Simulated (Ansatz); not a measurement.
Total energies of `C[O][Al]([NH2])[O]C`.

```xyz
14

C    -1.223    0.481   -1.864
O    -0.159    0.985   -1.122
Al    0.736    0.620    0.253
N     2.032    1.716    0.701
O     0.474   -0.725    1.227
C    -0.370   -1.827    1.314
H    -2.055    1.195   -1.872
H    -0.917    0.314   -2.902
H    -1.604   -0.470   -1.471
H     2.276    2.547    0.191
H     2.628    1.594    1.501
H    -0.948   -1.793    2.245
H    -1.083   -1.884    0.481
H     0.214   -2.754    1.318
```

Charge 0, multiplicity 1. All single points use the PBE0-D4/def2-TZVP geometry. It is one conformer, not always the lowest. Basis def2-TZVPP, Ansatz.

RPA on PBE orbitals: Hartree–Fock energy of these orbitals -526.68744 Eh, correlation -1.77978 Eh (frozen core).

| functional | energy without D4 (Eh) | D4 term (kJ/mol) |
| --- | --- | --- |
| LDA (SPW92) | -525.57335 | – |
| PBE | -528.43225 | -24.2 |
| r2SCAN | -528.73349 | -6.5 |
| r2SCANh | -528.71645 | -6.9 |
| HSE06 (plane-wave form) | -528.45227 | -19.3 |
| BHLYP | -528.76473 | -29.1 |
| LC-ωPBE | -528.66329 | – |
| ωB97M-V | -528.78707 | – |
| B2PLYP | -528.58759 | – |
| PBE-QIDH | -528.35136 | – |

**Question.** Give the same for revPBE, BLYP, B97M-V, PBE0, B3LYP, r2SCAN0, CAM-B3LYP, ωB97X-V. (An estimate is asked.)

**Answer.** Computed: 
```tsv
functional	energy without D4 (Eh)	D4 term (kJ/mol)
revPBE	-528.75908	-73.9
BLYP	-528.83160	-52.3
B97M-V	-528.79959	–
PBE0	-528.47292	-20.7
B3LYP	-528.94836	-38.5
r2SCAN0	-528.69220	-7.6
CAM-B3LYP	-528.81006	-21.0
ωB97X-V	-528.78252	–
```

B3LYP takes the VWN-RPA correlation (the form of Gaussian; ORCA's B3LYP/G). HSE06 is the plane-wave form, built on full-range PBE exchange. The double hybrids freeze the cores in their second-order part.

LC-ωPBE has ω = 0.4 bohr⁻¹.
